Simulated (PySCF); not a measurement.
**Working out the excitation energy of Be**

Be [He] 2s2 (1S) → Be [He] 2s1 3d1 (3D). Calculation: PySCF 2.14, in aug-cc-pVTZ (5s4p3d2f, 46 functions); the non-relativistic Hamiltonian (point nucleus). Frozen: 1s2. Energies in hartree (1 hartree = 27.21139 eV):

```csv
part,Be (lower),Be (upper)
UHF,-14.572875,-14.288855
MP2 opposite-spin,-0.028346,0.000000
MP2 same-spin,0.000000,-0.003632
```

What does Hartree-Fock give?

(-14.288855) − (-14.572875) = 0.284020 hartree = 7.729 eV.

What do MP2 and SCS-MP2 (6/5 opposite-spin, 1/3 same-spin) give?

The opposite-spin parts differ by 0.771 eV and the same-spin parts by -0.099 eV. MP2: 7.729 + (0.771) + (-0.099) = 8.401 eV. SCS-MP2: 7.729 + 1.2 × (0.771) + (-0.099)/3 = 8.621 eV.
